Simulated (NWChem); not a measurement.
# CH$_{5}$NOSe; SMILES N[Se]OC

```xyz
9

Se     0.4662    -0.4690     0.1593
O      0.0768     1.2220     0.7099
C     -0.3199     2.1215    -0.2913
H     -1.2941     1.8488    -0.7407
H     -0.4332     3.1085     0.1849
H      0.4226     2.2064    -1.1059
N     -1.1237    -1.2704    -0.0567
H     -1.6873    -0.9705    -0.8465
H     -1.6740    -1.4097     0.7860
```
Atoms are numbered in this order, from 1.

Level: PBE0/def2-SVP (NWChem), optimised geometry, unscaled harmonic frequencies. This build's default masses of Se (78.918 u) and Br (79.917 u) are each other's, which moves their modes by up to 0.6 %.

```
frequency (cm⁻¹)  IR intensity (km/mol)
----------------  ---------------------
96                                  1.6
143                                 0.3
268                                21.8
314                                10.8
503                                42.1
510                               263.0
593                                38.0
770                                25.4
994                                 4.9
1113                              125.6
1171                                1.7
1184                                8.0
1445                                4.1
1459                               10.3
1478                               15.1
1564                               11.4
3002                               67.0
3082                               45.0
3133                               19.0
3563                               12.5
3683                               38.0
```

```yaml
zero_point_energy: 43.0 kcal/mol
thermal correction to the enthalpy at 298.15 K (with zero-point energy): 47.3 kcal/mol
heat capacity Cv: 18.8 cal/(mol K)
entropy at 298.15 K and 1 atm (symmetry number 1): 77.6 cal/(mol K)
dipole_moment: 2.11 D
```

Rigid rotor and harmonic oscillator; modes under 100 cm⁻¹ make the entropy uncertain.
